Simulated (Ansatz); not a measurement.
`C=[CH][Al]([Cl])[Cl]` + CH₃OH → `C[O][Al]([Cl])[Cl]` + `C=C` at 500 K and 1 bar (ligand exchange at the Al–C bond).

Gas-phase electronic energies from Ansatz, PBE0-D4/def2-TZVP geometries. CCSD(T)/CBS adds triple-zeta CCSD(T) − MP2 to the extrapolated MP2 energy (def2 sets, frozen cores). This one scheme is used for every species. One conformer a species, not always the lowest.

```csv
species,CCSD(T)/CBS energy (Eh),H − E (kJ/mol),S (J/(mol·K))
`C=[CH][Al]([Cl])[Cl]`,-1239.61034,162.0,413.4
CH₃OH,-115.61712,157.0,265.4
`C[O][Al]([Cl])[Cl]`,-1276.79096,163.3,424.5
`C=C`,-78.48111,155.1,245.3
```

H − E and S are ideal-gas, rigid-rotor, harmonic terms from PBE0-D4/def2-TZVP, for one conformer and one mirror image of each species. 1 Eh = 2625.50 kJ/mol, R = 8.31446 J/(mol·K).

**Question.** By hand: ΔE, ΔH, ΔS and ΔG.

**Answer.** ΔE = (-1276.79096) + (-78.48111) − (-1239.61034) − (-115.61712) = -0.04461 Eh = -117.1 kJ/mol. Δ(H − E) = 163.3 + 155.1 − 162.0 − 157.0 = -0.6, so ΔH = -117.7 kJ/mol. ΔS = 424.5 + 245.3 − 413.4 − 265.4 = -9.0 J/(mol·K). ΔG = -117.7 − 500 × (-9.0)/1000 = -113.2 kJ/mol.

**Question.** By hand: the equilibrium constant, and the temperature at which ΔG would vanish if ΔH and ΔS stayed fixed.

**Answer.** log₁₀ K = −ΔG/(RT ln 10) = 11.8. ΔG = 0 at ΔH/ΔS = 13078 K, far beyond where these terms or the molecules hold.

The number of gas molecules stays the same, so ΔS is small and ΔH decides. A doubt of 5 kJ/mol in ΔE shifts log₁₀ K by 0.5 here. Other conformers and mirror images would add mixing entropy, several J/(mol·K) or more a flexible species. These are equilibria of isolated gas molecules and say nothing of rates. Largest T1 diagnostic: 0.011 (customary marks: 0.02 for closed shells, 0.045 for open ones).
